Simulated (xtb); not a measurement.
C₄H₉Cl, charge +1, sextet, geometry from GFN2-xTB of the parent state (a state made from the parent by changing its charge; the spin is typed, not shown lowest); GFN1-xTB (xtb).

xtb was given this input:
```
$ xtb mol.xyz --gfn 1 --chrg 1 --uhf 5 --json

# file mol.xyz
14

C     -0.35803721     1.42919133    -0.66345402
C     -0.01241224    -0.07450110    -0.33139039
C      1.31357077    -0.40822820    -0.97257391
C     -1.17741942    -0.93407452    -0.76105632
Cl     0.12768531    -0.02109610     1.45127205
H     -0.46140612     1.48330987    -1.74626188
H     -1.29077598     1.72560022    -0.19253743
H      0.43992807     2.09095065    -0.33949680
H      2.11353085     0.25924918    -0.65572346
H      1.62046295    -1.41998125    -0.69775470
H      1.22826438    -0.35729178    -2.05588240
H     -1.29587609    -0.89013610    -1.84154992
H     -2.11539944    -0.63347510    -0.29663208
H     -1.00359029    -1.97391709    -0.47493833
```

### Question
Predict the main parts of the log of this xtb run.

### Answer

```
   ID    Z sym.   atoms
    1    6 C      1-4
    2   17 Cl     5
    3    1 H      6-14

           -------------------------------------------------
          |                Calculation Setup                |
           -------------------------------------------------

           -------------------------------------------------
          |                 G F N 1 - x T B                 |
           -------------------------------------------------

          ...................................................
          :                      SETUP                      :
          :.................................................:
          :  # basis functions                  44          :
          :  # atomic orbitals                  43          :
          :  # shells                           29          :
          :  # electrons                        31          :
          :  # halogen bonds                     0          :
          :  max. iterations                   250          :
          :  Hamiltonian                  GFN1-xTB          :
          :  restarted?                      false          :
          :  GBSA solvation                  false          :
          :  PC potential                    false          :
          :  electronic temp.          300.0000000     K    :
          :  accuracy                    1.0000000          :
          :  -> integral cutoff          0.2500000E+02      :
          :  -> integral neglect         0.1000000E-07      :
          :  -> SCF convergence          0.1000000E-05 Eh   :
          :  -> wf. convergence          0.2000000E-04 e    :
          :  Broyden damping             0.4000000          :
          :  net charge                          1          :
          :  unpaired electrons                  5          :
          ...................................................

 iter      E             dE          RMSdq      gap      omega  full diag
   1    -16.3665381 -0.163665E+02  0.848E+00    0.13       0.0  T
   2    -15.8569875  0.509551E+00  0.597E+00    0.03       1.0  T
   3    -15.7260555  0.130932E+00  0.646E+00    0.02       1.0  T
   4    -16.2642772 -0.538222E+00  0.334E+00    0.12       1.0  T
   5    -16.3613592 -0.970821E-01  0.258E+00    0.11       1.0  T
   6    -16.5048377 -0.143478E+00  0.150E+00    0.33       1.0  T
   7    -16.5708404 -0.660027E-01  0.932E-01    0.11       1.0  T
   8    -16.5708144  0.260440E-04  0.933E-01    0.11       1.0  T
   9    -16.5791094 -0.829502E-02  0.721E-01    0.11       1.0  T
  10    -16.5602949  0.188144E-01  0.102E+00    0.11       1.0  T
  11    -16.5116405  0.486544E-01  0.124E+00    0.24       1.0  T
  12    -16.5716591 -0.600186E-01  0.961E-01    0.12       1.0  T
  13    -16.5769242 -0.526508E-02  0.611E-01    0.08       1.0  T
  14    -16.5688231  0.810113E-02  0.798E-01    0.12       1.0  T
  15    -16.5691680 -0.344966E-03  0.744E-01    0.11       1.0  T
  16    -16.5726068 -0.343880E-02  0.691E-01    0.11       1.0  T
  17    -16.5754253 -0.281846E-02  0.630E-01    0.11       1.0  T
  18    -16.5869826 -0.115574E-01  0.377E-01    0.10       1.0  T
  19    -16.5901293 -0.314667E-02  0.309E-01    0.08       1.0  T
  20    -16.5938274 -0.369809E-02  0.134E-01    0.06       1.0  T
  21    -16.5942799 -0.452510E-03  0.825E-02    0.06       1.0  T
  22    -16.5945500 -0.270055E-03  0.359E-02    0.06       1.0  T
  23    -16.5945728 -0.228816E-04  0.112E-02    0.06       2.4  T
  24    -16.5945706  0.222920E-05  0.122E-02    0.06       2.2  T
  25    -16.5945731 -0.244127E-05  0.673E-03    0.06       4.0  T
  26    -16.5945734 -0.345019E-06  0.601E-03    0.06       4.4  T
  27    -16.5945734 -0.159057E-07  0.415E-03    0.06       6.4  T
  28    -16.5945740 -0.564113E-06  0.233E-03    0.06      11.5  T
  29    -16.5945741 -0.732010E-07  0.134E-03    0.06      19.9  T
  30    -16.5945741 -0.281693E-07  0.630E-04    0.06      42.5  T
  31    -16.5945741 -0.755783E-08  0.197E-04    0.06     135.4  T
  32    -16.5945741 -0.608107E-09  0.107E-04    0.06     250.0  T

   *** convergence criteria satisfied after 32 iterations ***

         :::::::::::::::::::::::::::::::::::::::::::::::::::::
         ::                     SUMMARY                     ::
         :::::::::::::::::::::::::::::::::::::::::::::::::::::
         :: total energy             -16.406640504760 Eh    ::
         :: gradient norm              0.135722062766 Eh/a0 ::
         :: HOMO-LUMO gap              0.058174598207 eV    ::
         ::.................................................::
         :: SCC energy               -16.594574086834 Eh    ::
         :: -> electrostatic           0.100840294546 Eh    ::
         :: repulsion energy           0.193221018998 Eh    ::
         :: dispersion energy         -0.005287436925 Eh    ::
         :: halogen bond corr.         0.000000000000 Eh    ::
         :: add. restraining           0.000000000000 Eh    ::
         :: total charge               1.000000000000 e     ::
         :::::::::::::::::::::::::::::::::::::::::::::::::::::

           -------------------------------------------------
          |                Property Printout                |
           -------------------------------------------------

    * Orbital Energies and Occupations

         #    Occupation            Energy/Eh            Energy/eV
      -------------------------------------------------------------
         1        2.0000           -1.1510987             -31.3230
       ...           ...                  ...                  ...
         6        2.0000           -0.7653784             -20.8270
         7        2.0000           -0.7476525             -20.3447
         8        2.0000           -0.7473365             -20.3361
         9        2.0000           -0.7154093             -19.4673
        10        2.0000           -0.7134073             -19.4128
        11        1.9997           -0.6957033             -18.9311
        12        1.9503           -0.6908801             -18.7998
        13        1.8411           -0.6896605             -18.7666
        14        1.2090           -0.6868126             -18.6891
        15        1.0000           -0.6708181             -18.2539
        16        1.0000           -0.6591746             -17.9371
        17        1.0000           -0.4186628             -11.3924
        18        0.7332           -0.3097804              -8.4296 (HOMO)
        19        0.2246           -0.3076425              -8.3714 (LUMO)
        20        0.0422           -0.3058532              -8.3227
        21                         -0.2865934              -7.7986
        22                         -0.2848223              -7.7504
        23                         -0.2789492              -7.5906
        24                         -0.2772146              -7.5434
        25                         -0.2638934              -7.1809
        26                         -0.2495828              -6.7915
        27                         -0.2453318              -6.6758
        28                         -0.2233865              -6.0787
        29                         -0.2214669              -6.0264
       ...                                ...                  ...
        43                          0.2966086               8.0711
      -------------------------------------------------------------
                  HL-Gap            0.0021379 Eh            0.0582 eV
             Fermi-level           -0.4984486 Eh          -13.5635 eV

  Mulliken/CM5 charges         n(s)   n(p)   n(d)
     1C     0.02692 -0.12089   1.096  2.877  0.000
     2C     0.04730  0.01717   1.191  2.761  0.000
     3C     0.00664 -0.14011   1.088  2.905  0.000
     4C     0.00664 -0.14011   1.088  2.905  0.000
     5Cl    0.48216  0.47562   1.970  4.158  0.390
     6H     0.05855  0.11182   0.941  0.000  0.000
     7H     0.04275  0.09627   0.957  0.000  0.000
     8H     0.04275  0.09627   0.957  0.000  0.000
     9H     0.04028  0.09335   0.960  0.000  0.000
    10H     0.05938  0.11198   0.941  0.000  0.000
    11H     0.04348  0.09665   0.957  0.000  0.000
    12H     0.04348  0.09665   0.957  0.000  0.000
    13H     0.04028  0.09335   0.960  0.000  0.000
    14H     0.05938  0.11198   0.941  0.000  0.000

Wiberg/Mayer (AO) data.
largest (>0.10) Wiberg bond orders for each atom

 ---------------------------------------------------------------------------
     #   Z sym  total        # sym  WBO       # sym  WBO       # sym  WBO
 ---------------------------------------------------------------------------
     1   6 C    3.750 --     7 H    0.918     8 H    0.918     6 H    0.856
                             2 C    0.744     5 Cl   0.155
     2   6 C    3.689 --     5 Cl   1.007     3 C    0.917     4 C    0.917
                             1 C    0.744
     3   6 C    3.799 --     2 C    0.917     9 H    0.915    11 H    0.863
                            10 H    0.810     5 Cl   0.131
     4   6 C    3.799 --     2 C    0.917    13 H    0.915    12 H    0.863
                            14 H    0.810     5 Cl   0.131
     5  17 Cl   1.627 --     2 C    1.007     1 C    0.155     4 C    0.131
                             3 C    0.131
     6   1 H    1.013 --     1 C    0.856
     7   1 H    1.009 --     1 C    0.918
     8   1 H    1.009 --     1 C    0.918
     9   1 H    1.041 --     3 C    0.915
    10   1 H    1.044 --     3 C    0.810
    11   1 H    1.054 --     3 C    0.863
    12   1 H    1.054 --     4 C    0.863
    13   1 H    1.041 --     4 C    0.915
    14   1 H    1.044 --     4 C    0.810
 ---------------------------------------------------------------------------

Topologies differ in total number of bonds
Writing topology from bond orders to xtbtopo.mol

 dipole moment from electron density (au)
     X       Y       Z
   0.0100  -0.0171   0.0756  total (Debye):    0.199

           -------------------------------------------------
          | TOTAL ENERGY              -16.406640504760 Eh   |
          | GRADIENT NORM               0.135722062766 Eh/α |
          | HOMO-LUMO GAP               0.058174598207 eV   |
           -------------------------------------------------

normal termination of xtb
```
